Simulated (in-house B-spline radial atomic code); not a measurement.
Ionisation energies with and without relativity, with size and susceptibility from the Dirac run. Dirac energy differences include first-order Breit, QED and recoil terms. NIST's values go from ground level to ground level; the uncertainty of those that are theory runs from under 0.1 % in few-electron ions to several per cent in heavy many-electron ones. Computed with an all-electron radial atomic-structure program (B-spline basis): non-relativistic Hartree-Fock and Dirac-Hartree-Fock, averages of the configuration (point nuclei without relativity, finite nuclei with it).

```
 ion  configuration  configuration after  ionisation non-relativistic (eV)  ionisation Dirac Breit and QED (eV)  tabulated value (eV)  tabulated kind  radius at density 0.001 (bohr)  diamagnetic susceptibility (10⁻⁶ cm³/mol)
 F5+       [He] 2s2             [He] 2s1                            153.87                               154.01              157.1631        measured                           1.915                                    -1.2732
Ne5+   [He] 2s2 2p1             [He] 2s2                            157.82                               157.84               157.934        measured                            1.86                                    -1.4843
Mg5+   [He] 2s2 2p3         [He] 2s2 2p2                                 ?                                    ?                     ?  semi-empirical                               ?                                          ?
Al5+   [He] 2s2 2p4         [He] 2s2 2p3                            194.18                               194.19                190.49  semi-empirical                            1.71                                    -1.7974
Si5+   [He] 2s2 2p5         [He] 2s2 2p4                            206.59                               206.60               205.279  semi-empirical                           1.665                                      -1.84
 P5+   [He] 2s2 2p6         [He] 2s2 2p5                            219.15                               219.15                220.43  semi-empirical                           1.624                                    -1.8646
 S5+       [Ne] 3s1         [He] 2s2 2p6                             87.34                                87.56               88.0529        measured                           2.539                                    -3.3865
Cl5+       [Ne] 3s2             [Ne] 3s1                                 ?                                    ?                     ?  semi-empirical                               ?                                          ?
Ar5+   [Ne] 3s2 3p1             [Ne] 3s2                             90.12                                90.15                 91.29        measured                           2.601                                    -5.3744
```

(1) Fill in the row of Mg5+.

(2) Fill in the row of Cl5+.

Results:

(1) ionisation non-relativistic (eV): 181.92; ionisation Dirac Breit and QED (eV): 181.93; tabulated value (eV): 186.76; radius at density 0.001 (bohr): 1.757; diamagnetic susceptibility (10⁻⁶ cm³/mol): -1.7306.

(2) ionisation non-relativistic (eV): 94.68; ionisation Dirac Breit and QED (eV): 94.96; tabulated value (eV): 96.94; radius at density 0.001 (bohr): 2.589; diamagnetic susceptibility (10⁻⁶ cm³/mol): -4.4757.
